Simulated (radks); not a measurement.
Problem. The mean radii <r> (bohr) of the occupied orbitals of an atom or ion are listed with their occupations. Calculated with a radial shooting solver on a logarithmic mesh with Libxc functionals: non-relativistic Kohn-Sham, LB94 model potential, spin-polarised, spherical densities, point nucleus.

| orbital | occ. | <r> |
|---|---|---|
| 1s | 2 | 0.02920 |
| 2s | 2 | 0.1258 |
| 2p | 6 | 0.1071 |
| 3s | 2 | 0.3352 |
| 3p | 6 | 0.3256 |
| 3d | 10 | 0.2959 |
| 4s | 2 | 0.7938 |
| 4p | 6 | 0.8317 |
| 4d | 10 | 0.9445 |

Name the element and its charge. Open shells, if any, are filled with parallel spins first.

Solution. Z = 52, tellurium, charge +6: Te6+ in [Kr] 4d10. The 1s radius gives Z: for a bare nucleus <r> = 1.5/Z, 0.02885 bohr for Z = 52, and screening makes it slightly larger (0.02920 here). The occupations add up to 46, and the charge is Z minus that.
